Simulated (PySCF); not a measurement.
Orbital picture of CuH

PBE0 at R = 1.464 Å; PySCF, scalar-relativistic core potentials, basis sets Cu cc-pVDZ-PP with ECP10, H cc-pVDZ. State: ¹Σ⁺ (singlet), closed shell. Only the outer orbitals are listed, counted within each symmetry, core potentials removing the inner ones.

```csv
orbital,occ.,ε (eV),on Cu (%),main shells (%)
3σ,2,-9.09,58,"46 Cu d, 42 H s, 11 Cu s"
2π,2,-7.53,100,100 Cu d
2π,2,-7.53,100,100 Cu d
1δ,2,-7.30,100,100 Cu d
1δ,2,-7.29,100,100 Cu d
4σ,2,-6.38,89,"46 Cu d, 41 Cu s, 11 H s"
5σ,0,-1.82,87,"48 Cu p, 34 Cu s, 13 H s"
3π,0,0.32,100,100 Cu p
3π,0,0.32,100,100 Cu p
```

**Question.** Which are the highest filled and the lowest empty level, where do they sit, and how wide is the gap?

**Answer.** Highest filled 4σ at -6.38 eV (in %: 46 Cu d, 41 Cu s, 11 H s); lowest empty 5σ at -1.82 eV (in %: 48 Cu p, 34 Cu s, 13 H s); the gap at PBE0 is 4.56 eV.

* bond order (Mayer): 1.00
* ⟨S²⟩: 0.000
* charge on Cu (Mulliken, basis-dependent): 0.07
* charge on Cu (Löwdin, basis-dependent): 0.07
* dipole moment (positive dipole means Cu(−)H(+)): -2.64 D
* polarisability along the bond: 33.9 bohr³
* polarisability across the bond: 29.5 bohr³
